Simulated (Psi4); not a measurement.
Au2 (SMILES [Au][Au]), singlet, geometry from GFN2-xTB (such geometries of metal compounds can be far from the true shape) (core potentials on Au). Base run: BLYP/def2-SVP (Psi4 1.11).

Psi4 was given this input:
```
memory 2 GB

molecule {
0 1
  Au   -0.00000000   -0.00000000   -1.24843889
  Au    0.00000000    0.00000000    1.24843889
}

set basis def2-svp

energy('blyp')
print_variables()
```

Variants of this job, named by their change:

```tsv
change	ΔE vs base (µEh)	SCF cycles	grid points	basis functions	outcome
base	0.0	7	41968	64	converged
guess = gwh	0.0	9	41968	64	converged
guess = core	0.0	9	41968	64	converged
scf_type = disk_df	0.0	7	41968	64	converged
damping_percentage = 20	0.4	21	41968	64	converged
dft_spherical_points = 110	-612	7	15252	64	converged
scf_initial_accelerator = none	0.0	7	41968	64	converged
level_shift = 0.3	0.0	8	41968	64	converged
scf_type = dfdirj+link	0.0	7	41968	64	converged
guess = huckel	0.0	8	41968	64	converged
df_basis_scf = cc-pvqz-jkfit	-	-	-	64	input refused
cholesky_tolerance = 1e-3 (with scf_type cd)	-3574	7	41968	64	converged
dft_spherical_points = 434	-35.4	7	60144	64	converged
```

- df_basis_scf = cc-pvqz-jkfit: ended with `psi4.driver.qcdb.exceptions.BasisSetNotFound: BasisSet::construct: Unable to find a basis set for atom 1 for key JKFIT among:`
